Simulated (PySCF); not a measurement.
## SbTe at r²SCAN

Level: r²SCAN. basis Sb cc-pVDZ-PP with ECP28, Te cc-pVDZ-PP with ECP28; scalar-relativistic core potentials; PySCF 2.14.

| Property | Result |
| --- | --- |
| state | ²Π (doublet), unpaired electrons π ↑ |
| bond length | 2.556 Å |
| harmonic wavenumber | 253 cm⁻¹ |
| force constant | 2.37 mdyn/Å |
| rotational constant Be | 0.04120 cm⁻¹ |
| anharmonicity ωexe | 0.876 cm⁻¹ |
| vibration–rotation constant αe | 0.000126 cm⁻¹ |
| well depth De to Sb + Te | 253 kJ/mol |
| dissociation energy D0 | 251 kJ/mol |
| bond order (Mayer) | 2.28 |
| dipole moment (positive dipole means Sb(−)Te(+)) | -1.18 D |

Spin–orbit coupling is left out, which matters for elements this heavy, above all for dissociation energies. The state is the lowest determinant that a PBE0 search found; another state may lie lower at other levels.
